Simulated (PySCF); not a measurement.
A PySCF script (with the pyscf-properties extension) for the NMR shieldings of SMILES N1BCC=C(F)C1, C4H7BFN, on a GFN2-xTB geometry:

```python
import basis_set_exchange as bse
import numpy as np
from pyscf import gto, dft
from pyscf.prop import nmr

atoms = """
F     0.795438    2.582842    0.067866
C     0.335640    1.299852    0.039925
C    -0.950470    1.045870    0.178578
C    -1.490808   -0.348415    0.152851
B    -0.364309   -1.451074   -0.046238
N     0.945836   -1.047256   -0.177293
C     1.442424    0.311325   -0.155140
H    -1.642054    1.866238    0.313975
H    -2.048285   -0.521676    1.078753
H    -2.242069   -0.413674   -0.640823
H    -0.612201   -2.595396   -0.085597
H     1.691736   -1.714882   -0.307794
H     1.962651    0.544566   -1.097596
H     2.175794    0.441209    0.656366
"""
names = dict.fromkeys(["F", "C", "B", "N", "H"], "pcSseg-1")
basis = {el: gto.basis.parse(bse.get_basis(n, elements=[el], fmt="nwchem")) for el, n in names.items()}
mol = gto.M(atom=atoms, basis=basis, charge=0, verbose=0)
mf = dft.RKS(mol, xc="PBE0")
mf.grids.level = 2
mf.grids.alignment = dft.numint.BLKSIZE   # the property module wants whole blocks of grid points
mf.conv_tol = 1e-9
mf.kernel()

calc = nmr.RKS(mf)   # GIAO
C = mf.mo_coeff
Co = C[:, mf.mo_occ > 0]
resp = mf.gen_response(singlet=True, hermi=2)
def vind(x):   # induced exchange potential for any number of trial vectors
    d = np.einsum("pi,xij,qj->xpq", C, 2 * x.reshape(-1, C.shape[1], Co.shape[1]), Co, optimize=True)
    return np.einsum("xpq,pi,qj->xij", resp(d - d.transpose(0, 2, 1)), C, Co, optimize=True).ravel()
mo1, _ = nmr.rhf.solve_mo1(calc, with_cphf=vind)
sigma = calc.kernel(mo1)
for i, s in enumerate(sigma):   # ppm
    w = np.linalg.eigvalsh((s + s.T) / 2)
    print("%2d %-2s iso %8.1f  s11 %8.1f  s22 %8.1f  s33 %8.1f" % (i, mol.atom_pure_symbol(i), w.mean(), *w))
```

Problem. What does it print?

Solution. 
```
 0 F  iso    287.7  s11    202.5  s22    314.9  s33    345.7
 1 C  iso     21.9  s11    -75.8  s22     67.7  s33     73.8
 2 C  iso     77.0  s11    -19.7  s22     90.7  s33    160.0
 3 C  iso    169.4  s11    146.2  s22    178.8  s33    183.2
 4 B  iso     63.8  s11     22.3  s22     46.2  s33    122.9
 5 N  iso    140.6  s11     36.4  s22    179.2  s33    206.3
 6 C  iso    140.6  s11    125.3  s22    136.8  s33    159.7
 7 H  iso     26.0  s11     23.2  s22     26.1  s33     28.7
 8 H  iso     29.9  s11     25.4  s22     28.1  s33     36.2
 9 H  iso     29.9  s11     25.4  s22     28.1  s33     36.2
10 H  iso     26.8  s11     26.2  s22     26.8  s33     27.4
11 H  iso     27.0  s11     20.4  s22     26.6  s33     34.1
12 H  iso     27.6  s11     23.4  s22     26.8  s33     32.6
13 H  iso     27.6  s11     23.4  s22     26.9  s33     32.6
```

These numbers come from an equivalent density-fitted implementation of the same equations, which agrees with the script to about 0.01 ppm for H and up to a few tenths of a ppm for heavy atoms, so last digits may differ.

Size and cost of the density-fitted run: 154 basis functions, 41 s wall time on 1 thread of an Arm Neoverse N1, shared host; peak memory 0.68 GiB.
